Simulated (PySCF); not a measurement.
# `C1=CC2(C=C1)C=CC=C2`, C$_{9}$H$_{8}$

Molfile (atoms numbered from 1):
```
C9H8
     RDKit          3D

 17 18  0  0  0  0  0  0  0  0999 V2000
    2.2076    0.0084    0.9321 C   0  0  0  0  0  0  0  0  0  0  0  0
    0.9411    0.1936    1.3517 C   0  0  0  0  0  0  0  0  0  0  0  0
   -0.0093    0.0436    0.1844 C   0  0  0  0  0  0  0  0  0  0  0  0
    0.9344   -0.2565   -0.9591 C   0  0  0  0  0  0  0  0  0  0  0  0
    2.2035   -0.2721   -0.5081 C   0  0  0  0  0  0  0  0  0  0  0  0
   -0.8623    1.2704   -0.0518 C   0  0  0  0  0  0  0  0  0  0  0  0
   -2.1656    0.9371    0.0179 C   0  0  0  0  0  0  0  0  0  0  0  0
   -2.2828   -0.4984    0.2979 C   0  0  0  0  0  0  0  0  0  0  0  0
   -1.0504   -1.0329    0.3978 C   0  0  0  0  0  0  0  0  0  0  0  0
    3.1027    0.0567    1.5549 H   0  0  0  0  0  0  0  0  0  0  0  0
    0.5989    0.4184    2.3620 H   0  0  0  0  0  0  0  0  0  0  0  0
    0.5864   -0.4265   -1.9780 H   0  0  0  0  0  0  0  0  0  0  0  0
    3.0951   -0.4619   -1.1086 H   0  0  0  0  0  0  0  0  0  0  0  0
   -0.4347    2.2542   -0.2453 H   0  0  0  0  0  0  0  0  0  0  0  0
   -3.0092    1.6176   -0.1118 H   0  0  0  0  0  0  0  0  0  0  0  0
   -3.2259   -1.0371    0.4064 H   0  0  0  0  0  0  0  0  0  0  0  0
   -0.7879   -2.0714    0.5994 H   0  0  0  0  0  0  0  0  0  0  0  0
  1  2  2  0
  2  3  1  0
  3  4  1  0
  4  5  2  0
  3  6  1  0
  6  7  2  0
  7  8  1  0
  8  9  2  0
  5  1  1  0
  9  3  1  0
  1 10  1  0
  2 11  1  0
  4 12  1  0
  5 13  1  0
  6 14  1  0
  7 15  1  0
  8 16  1  0
  9 17  1  0
M  END
```

Method: quadratic response CAM-B3LYP/aug-cc-pVDZ first hyperpolarisability, Taylor convention, gas phase in PySCF 2.14.0. Geometry: PBE0-D3(BJ)/def2-SVP.

Give the tensor of the static β(0;0,0) in the axes of these coordinates.

In au, Taylor convention; rows are the first index (the induced dipole):
```csv
,xx,yy,zz,xy,xz,yz
x,-0.3,-13.9,+14.1,-2.4,+0.5,+5.7
y,-2.4,+3.4,-1.0,-13.9,+5.7,-1.1
z,+0.5,-1.1,+0.6,+5.7,+14.1,-1.0
```
Norm of βᵢ = ⅓ Σⱼ (βᵢⱼⱼ + βⱼᵢⱼ + βⱼⱼᵢ): 0.1 au, hyper-Rayleigh value 11.6 au.
